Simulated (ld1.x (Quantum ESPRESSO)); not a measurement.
Results of a calculation; reference values are marked as such.
**Pseudopotentials across the periodic table**

Generated with ld1.x 7.5 (TM, RRKJ, ultrasoft, PAW), atompaw 4.2 or ONCVPSP 4.0.1. The cutoff is in Ry: for ld1.x and atompaw files where the sum of valence levels is converged to 10 mRy in a Bessel basis, for ONCV files where the hardest occupied wave has 1 mHa per electron of residual kinetic energy. The error is the largest all-electron minus pseudo excitation energy over each file’s own four to seven test configurations (ionisations up to +4, promotions, holes and added fractions of an electron), all of which were solved. The labels leave out finer settings (local radius, basis sizes, second energies), which also bear on the numbers. Spin-polarised tests are not counted. The rows are a selection from randomly drawn settings: files with unsolved tests, undetermined cutoffs or missed reference levels are left out.

A true bound ghost makes a file unfit for plane-wave use even where its test errors are small: the radial tests pick states by their node count and pass the ghost by.

| element | potential | cutoff (Ry) | largest error (meV) | bound ghosts |
| --- | --- | --- | --- | --- |
| Be | TM, LDA (PZ), non-relativistic, rc 1.95/3.50 (sp), local s, core correction yes, reference 2s2 2p0 | 10 | -96 | none |
| Co | ultrasoft, LDA (PZ), non-relativistic, rc 2.60/2.75/1.35 (spd), local smoothed, core correction yes, reference 3d7 4s2 4p0 | 60 | -183 | none |
| Br | TM, PBE, scalar-relativistic, rc 1.05/1.20/1.05 (spd), local p, core correction yes, reference 3d10 4s1.75 4p5.25 | 300 | -402 | none |
| Re | TM, LDA (PZ), scalar-relativistic, rc 2.40/3.55/1.55 (spd), local s, core correction no, reference 5d5 6s2 6p0 | 35 | -53 | none |

Problem. Fill in the row for Br: ultrasoft, PBEsol, scalar-relativistic, rc 1.50/1.95/1.85 (spd), local smoothed, core correction yes, reference 4s2 4p4.

Solution. cutoff 18 Ry, largest error -154 meV, bound ghosts: none.

Problem. Fill in the row for Au: TM, PBE, scalar-relativistic, rc 1.84/1.72/2.58 (spd), local smoothed, core correction no, reference 5p6 5d10 6s1 6p0.

Solution. cutoff 45 Ry, largest error -288 meV, bound ghosts: s.

Problem. Fill in the row for Ba: TM, LDA (PZ), scalar-relativistic, rc 3.90/3.75/2.90 (spd), local smoothed, core correction yes, reference 5d0 6s1.75 6p0.25.

Solution. cutoff 6 Ry, largest error -66 meV, bound ghosts: s, p.
